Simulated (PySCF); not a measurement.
**ScOBr: from structure and modes to constants**

Computed with PBE0/[Sc def2-TZVP, O def2-TZVP, Br def2-TZVP], no relativity, density fitting, PySCF.

The singlet minimum has Cs symmetry. Masses (u): Sc 44.95591, O 15.99492, Br 78.91834.

```xyz
3
charge 0 multiplicity 1, angstrom
Sc    0.0052   -1.3091    0.0000
O     1.4070   -2.1922    0.0000
Br   -0.2897    1.1939    0.0000
```

Harmonic wavenumbers (cm⁻¹): 116.5 (a', ×1), 300.0 (a', ×1), 1009.0 (a', ×1).

Question: Find the principal moments of inertia and the rotational constants. What kind of rotor is it?

Answer: About the centre of mass I = 14.765, 289.92, 304.68 u Å². With B = 16.8576/I this gives 1.142, 0.05815, 0.05533 cm⁻¹. The molecule is an asymmetric top with κ = -0.99.

Question: What is the harmonic zero-point energy?

Answer: Half the sum of all 3 wavenumbers, 1425/2 = 713 cm⁻¹, which is 8.5 kJ/mol (1 cm⁻¹ = 0.0119627 kJ/mol).

Question: Find the vibrational entropy and heat capacity at 298.15 K.

Answer: With u = 1.43878 ω/T, each mode gives S = R[u/(eᵘ−1) − ln(1−e⁻ᵘ)] and C = R u² eᵘ/(eᵘ−1)².
```csv
ω (cm⁻¹),u,S (J/(mol K)),C (J/(mol K))
116.5,0.562,13.21,8.10
300.0,1.448,5.93,7.00
1009.0,4.869,0.38,1.54
```
The sums over all modes are S = 19.5 and C = 16.6 J/(mol K); the softest mode gives 68 % of the entropy.

Question: Give the standard entropy (298.15 K, 1 bar) by its translational, rotational, vibrational and spin parts, and Cp.

Answer: Sackur–Tetrode with M = 139.87 u gives 170.5; rotation with symmetry number 1 gives 107.1; vibration 19.5; spin R ln 1 = 0.0. The total is 297.1 J/(mol K), and Cp = 4 R + 16.6 = 49.9 J/(mol K).

Stability towards spin polarisation was not tested. Only a few start shapes were tried, so a lower isomer may exist.
